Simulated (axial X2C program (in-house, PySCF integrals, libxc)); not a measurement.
## ScAs along the bond: PBE, two-component

All values were computed with an in-house relativistic program for diatomic molecules. Two-component (2c) means X2C with spin–orbit coupling and atomic mean-field two-electron Coulomb and Gaunt terms. Basis: As dyall-cv3z [9s9p6d4f1g], Sc dyall-cv3z [10s11p7d5f2g] (cores contracted in-house); Gaussian nuclei, density fitting, unrestricted open shells. Masses: As 74.922 u, Sc 44.956 u.

State: Ω = 0 (closed shell). Dipoles are positive if Sc is the positive end.

```tsv
R (Å)	μ (D)	HOMO (eV)	LUMO (eV)
2.058	5.546	-4.35	-3.17
2.126	5.772	-4.36	-3.21
2.194	5.959	-4.27	-3.24
2.262	6.113	-4.18	-3.28
2.341	6.258	-4.10	-3.32
2.420	6.370	-4.03	-3.37
2.522	6.473	-3.96	-3.42
2.647	6.544	-3.89	-3.48
```

(1) The minimum lies at 2.285 Å. What is the dipole moment there, and its slope?

The state is a single determinant with fixed occupations, the lowest that a limited PBE0 search found. Closed shells are restricted here (equal orbitals for both partners); the stretched side of such a curve lies too high. PBE0 can misorder states that lie within some tenths of an eV, so this need not be the ground state of the molecule. The nearest other 2c determinant of the search, Ω = 2, lies 0.38 eV up at the distance of the search.

Answers

(1) At PBE, 2c, with the sign and origin stated: μ = 6.16 D, dμ/dR = 1.93 D/Å.
